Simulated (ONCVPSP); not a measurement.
# Scattering properties, ONCV potential for Ni (Z = 28)

```
Element                 : nickel (Ni)
Generator               : ONCVPSP 4.0.1
Type                    : optimised norm-conserving Vanderbilt (ONCV)
Functional              : LDA (Perdew-Wang 92)
Relativity              : fully relativistic
Frozen core             : [Ne] 3s2
Valence charge          : 16
Reference configuration : 3p6 3d8 4s1 4p1
Partial waves           : 4s: rc 2.35 bohr, ncon 4, nbas 7, qcut 3.2 1/bohr, 2 projectors, debl 2.3 Ha; 3p+4p: rc 1.40 bohr, ncon 4, nbas 7, qcut 11.5 1/bohr, 2 projectors; 3d: rc 1.50 bohr, ncon 4, nbas 9, qcut 11.6 1/bohr, 2 projectors, debl 2.9 Ha
Local potential         : polynomial inside 1.40 bohr (lpopt 5, dvloc0 6 Ha)
Core correction         : Teter function, fcfact 2.25, rcfact 1.65
```

Open shells are filled in proportion to 2j + 1.

The phase is arctan(r·R′/R) of the radial function R(r), unwrapped; energies in Ha, scanned from -4 to 5 Ha. A pole is an energy at which the radial function vanishes at the test radius. The pseudo phase is shifted by a multiple of π to meet the all-electron one at the reference energy, and phase errors are pseudo minus all-electron; the curves can meet again beyond the range given. Levels narrower than the energy grid can be missing from the lists of poles.

Question: For each channel, where are the poles, and over which energies does the pseudopotential scatter like the atom?

Answer:

| channel | radius (bohr) | reference energy (Ha) | poles, all-electron | poles, pseudo | unbroken range about the reference energy with phases within 0.05 rad | phase error 1 Ha above the reference energy (rad) |
| --- | --- | --- | --- | --- | --- | --- |
| s | 2.39 | -0.26 | 0.82 | 0.82, 4.59 | below 4.3 | -0.001 |
| p3/2 | 1.42 | -0.08 | -2.25 | -2.25 | the whole range | +0.001 |
| p1/2 | 1.42 | -0.08 | -2.35 | -2.35 | the whole range | +0.001 |
| d5/2 | 1.52 | -0.40 | 0.08 | 0.08 | the whole range | +0.001 |
| d3/2 | 1.52 | -0.41 | 0.07 | 0.07 | the whole range | +0.001 |

Note: no bound ghost flagged; GHOST(+) flagged for s at 133.5 eV.

Phases in the s channel:

```tsv
E (Ha)	all-electron	pseudo
-3.98	1.387	1.381
-3.50	1.365	1.363
-3.02	1.340	1.339
-2.54	1.306	1.305
-2.06	1.254	1.253
-1.58	1.161	1.160
-1.10	0.941	0.940
-0.62	0.107	0.106
-0.14	-1.099	-1.099
0.34	-1.431	-1.432
0.82	-1.571	-1.572
1.30	-1.674	-1.674
1.78	-1.799	-1.799
2.26	-2.076	-2.076
2.74	-3.282	-3.315
3.22	-4.270	-4.298
3.70	-4.492	-4.521
4.18	-4.585	-4.627
4.66	-4.639	-4.733
```
